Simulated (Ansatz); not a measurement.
Species: C3H2O, SMILES `C(=C=C)=O` (charge 0, multiplicity 1), formula C3H2O.

### Question
How many basis functions does frozen-core CCSD(T)/cc-pVQZ // B3LYP-D3(BJ)/def2-TZVP run with Ansatz (an electronic-structure program) use, how many core orbitals are frozen, and how many electrons are correlated?

### Answer
280 basis functions and 4 frozen orbitals, which leaves 20 correlated electrons. Core time is of the order of minutes.
